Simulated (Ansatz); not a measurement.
Species: C7H13BS, SMILES `B[C@@H]1[C@@H]2CC[C@H]1[C@H](S)C2` (charge 0, multiplicity 1).

Q: Give a relaxed geometry from Ansatz (an electronic-structure program) with PBE0-D3(BJ)/def2-SVP.

A: This is not unique; one that fits is the end point of this relaxation, one of several conformers (outside a Z-matrix the atoms follow the SMILES, hydrogens last).
Cartesian coordinates (Å) in one orientation:
```xyz
22

B     -1.640     1.442     1.125
C     -0.348     0.869     0.480
C     -0.283     0.534    -1.021
C     -1.136    -0.743    -1.071
C     -0.784    -1.450     0.266
C      0.221    -0.490     0.924
C      1.535    -0.580     0.127
S      2.994     0.084     0.994
C      1.190     0.142    -1.204
H     -2.387     2.154     0.489
H     -1.872     1.262     2.300
H      0.355     1.700     0.742
H     -0.621     1.324    -1.706
H     -0.906    -1.357    -1.955
H     -2.207    -0.493    -1.122
H     -1.674    -1.565     0.906
H     -0.361    -2.456     0.123
H      0.355    -0.642     2.003
H      1.816    -1.632    -0.036
H      2.576     1.368     1.049
H      1.823     1.032    -1.333
H      1.354    -0.501    -2.082
```
